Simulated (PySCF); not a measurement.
## Computed properties of Se(SiH3)2 (H6SeSi2), SMILES [SiH3][Se][SiH3]

Se(SiH3)2 (H₆SeSi₂), SMILES [SiH3][Se][SiH3]. Coordinates come from a PBE0-D3(BJ)/def2-SVP optimisation. The values are those of a single conformer. All values are computed for the isolated molecule unless a solvent is named; none is compared with measurement here.

**Structure.** The optimised structure has C2v symmetry. All 21 harmonic modes at PBE0-D3(BJ)/def2-SVP (PySCF) are real, so it is a minimum. With heavy atoms numbered as in [Se:1]([SiH3:2])[SiH3:6], the shortest bond between them is Se1–Si2 at 2.286 Å and the longest Se1–Si6 at 2.286 Å.

**Vibrations.** The strongest infrared lines (harmonic, unscaled, degenerate partners summed) lie at 883 cm⁻¹ (519 km/mol, H 94 %), 2237 cm⁻¹ (178 km/mol, H 96 %), 956 cm⁻¹ (153 km/mol, H 96 %). The softest mode is at 64 cm⁻¹ and the zero-point energy is 32.1 kcal/mol.

**Electronic structure.** B3LYP/def2-TZVPD (PySCF) places the frontier levels at -6.89 and -0.76 eV, a gap of 6.13 eV, and gives a dipole moment of 0.81 D and a mean polarisability of 87.9 bohr³. PBE/def2-TZVPD (PySCF) at the same geometry gives -6.03 and -1.35 eV, so its gap is 1.45 eV narrower. An orbital gap is neither the optical nor the fundamental gap.

**Excitations.** TDDFT-CAM-B3LYP/def2-SVPD (PySCF) has S1 at 5.47 eV (226 nm, f = 0.026, weak); the most intense of the 10 singlets computed lies at 7.25 eV (f = 0.12). T1 (TDA) is at 5.08 eV. TDDFT-PBE/def2-SVPD (PySCF) puts S1 at 4.81 eV. No vertical singlet excitation falls in the visible range (under 3.1 eV).

**NMR.** GIAO shifts at PBE0/pcSseg-1 (PySCF) (non-relativistic, atoms alike by connectivity averaged): ¹H at 4.9 ppm against TMS; ²⁹Si at -50.9 ppm against TMS.
